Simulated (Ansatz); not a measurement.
CH₅AlBF₂N, SMILES `NC(F)[B](F)[AlH2]` at its PBE0-D4/def2-TZVP geometry, where that method's forces vanish. Total charge 0; spin multiplicity 1.

```xyz
11

N    -0.4006   -0.9332   -0.0182
C    -0.7500    0.2646    0.7532
F    -1.2307   -0.0626    2.0037
B     0.5427    1.2065    0.5398
F     0.8415    2.1542    1.4012
Al    1.0375    0.0982   -1.2351
H    -1.2041   -1.4527   -0.3533
H     0.1628   -1.5611    0.5492
H    -1.5639    0.7612    0.2001
H     2.2722   -0.9160   -1.2365
H     0.2927    0.4408   -2.6041
```

(1) What forces (eV/Å) does r2SCAN-D4/def2-TZVPP give on these atoms in Ansatz? (Estimate.)

Results:

(1) Ansatz gave: 
```
N1   0.061 -0.212 -0.196
C2   0.119  0.305 -0.215
F3  -0.167 -0.109  0.386
B4   0.054 -0.057 -0.154
F5   0.017  0.128  0.149
Al6 -0.023 -0.004  0.009
H7  -0.025 -0.036  0.007
H8  -0.005 -0.012  0.023
H9  -0.027 -0.001 -0.015
H10 -0.018  0.011 -0.008
H11  0.014 -0.013  0.014
```
